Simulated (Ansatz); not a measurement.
Ansatz (a program for electronic structure) input (CCSD(T)/aug-cc-pV(D+d)Z):
A basis named .json is the Basis Set Exchange file of that set.

Ansatz 0.2 input:
```yaml
crystal:
  periodic: [false, false, false]
  atoms:
    - {symbol: Si, position_ang: [-0.50392268, -0.24438052, -0.41745619]}
    - {symbol: O, position_ang: [0.79281071, 0.27433534, 0.64173807]}
    - {symbol: H, position_ang: [0.71243174, 1.22664445, 0.71048216]}
basis:
  gaussian:
    orbitals: aug-cc-pV_D+d_Z.json
total_charge: -1
magnetization: {spin_polarized: false}
correlation: {method: ccsd_t, electrons: outside_noble_gas}
output: {forces: true}
```

Output:

```
Functional definition: HF
integrals: 0.04 GiB planned
650 factors; integrals over basis functions are off by at most 8.2e-4 eV
mean field: 0.12 GiB planned
mean field evaluation 1: about -9912.0349 eV, gradient 2.2e1 eV
mean field evaluation 2: about -9912.0308 eV, gradient 2.2e1 eV
mean field evaluation 4: about -9914.0573 eV, gradient 2.6e0 eV
mean field evaluation 8: about -9914.1104 eV, gradient 9.9e-2 eV
mean field evaluation 16: about -9914.0976 eV, gradient 1.1e0 eV
mean field evaluation 32: about -9913.6516 eV, gradient 5.2e-1 eV
mean field evaluation 64: about -9914.0683 eV, gradient 2.4e0 eV
mean field evaluation 96: about -9894.0016 eV, gradient 1.7e1 eV
mean field evaluation 128: about -9906.0599 eV, gradient 1.8e1 eV
mean field evaluation 160: about -9914.1103 eV, gradient 7.5e-2 eV
mean field evaluation 192: about -9910.3631 eV, gradient 3.3e-1 eV
mean field -9914.11054636 eV, -364.3368425531 hartree, gradient 2.6e-6 eV, S^2 0.000000; 7 other end points of the search recorded, 0 dependent functions left out; unrestricted orbitals would lower it
determinant -9914.11054636 eV, -364.3368425531 hartree, with singles and doubles -9922.86340684 eV, -364.6585042429 hartree
determinant -9913.60825678 eV, -364.3183837517 hartree, with singles and doubles -9922.30178865 eV, -364.6378651552 hartree
6 core orbitals not correlated
reference -9914.11054636 eV, -364.3368425531 hartree; 6, 6 occupied and 52, 52 virtual orbitals, 650 factors
densities: 0.16 GiB planned
second order -8.17708795 eV of doubles, -0.00000000 eV of singles
coupled cluster: 0.13 GiB planned
cycle   1  -8.72829932 eV  change   -2.2e-1 eV  update   2.3e-2
cycle   2  -8.74213433 eV  change   -1.4e-2 eV  update   7.4e-3
cycle   3  -8.74246858 eV  change   -3.3e-4 eV  update   5.2e-3
cycle   4  -8.74385075 eV  change   -1.4e-3 eV  update   3.3e-3
cycle   5  -8.74441319 eV  change   -5.6e-4 eV  update   1.9e-3
cycle   6  -8.74460930 eV  change   -2.0e-4 eV  update   1.0e-3
cycle   7  -8.74487634 eV  change   -2.7e-4 eV  update   5.7e-4
cycle   8  -8.74492603 eV  change   -5.0e-5 eV  update   2.5e-4
cycle   9  -8.74494529 eV  change   -1.9e-5 eV  update   1.1e-4
cycle  10  -8.74493614 eV  change    9.1e-6 eV  update   5.9e-5
cycle  11  -8.74494261 eV  change   -6.5e-6 eV  update   3.8e-5
cycle  12  -8.74493531 eV  change    7.3e-6 eV  update   2.4e-5
cycle  13  -8.74492999 eV  change    5.3e-6 eV  update   1.3e-5
cycle  14  -8.74492587 eV  change    4.1e-6 eV  update   5.8e-6
cycle  15  -8.74492526 eV  change    6.1e-7 eV  update   2.9e-6
cycle  16  -8.74492517 eV  change    9.1e-8 eV  update   1.9e-6
cycle  17  -8.74492537 eV  change   -1.9e-7 eV  update   1.2e-6
cycle  18  -8.74492540 eV  change   -3.3e-8 eV  update   6.3e-7
cycle  19  -8.74492518 eV  change    2.2e-7 eV  update   3.2e-7
cycle  20  -8.74492524 eV  change   -6.6e-8 eV  update   1.5e-7
coupled cluster: 0.13 GiB planned
perturbative correction -0.32795341 eV, -0.0120520657 hartree
the calculation of the forces begins
Total energy: -9923.18342501 eV, -364.6702646939 hartree
Atom 0 at    -0.503923    -0.244381    -0.417456 Å, force    -0.217328    -0.119057    -0.181902 eV/Å
Atom 1 at     0.792811     0.274335     0.641738 Å, force     0.200196    -0.196184     0.125807 eV/Å
Atom 2 at     0.712432     1.226644     0.710482 Å, force     0.017132     0.315241     0.056095 eV/Å
Dipole moment:     0.482018     0.268872     0.404104 e Å
```
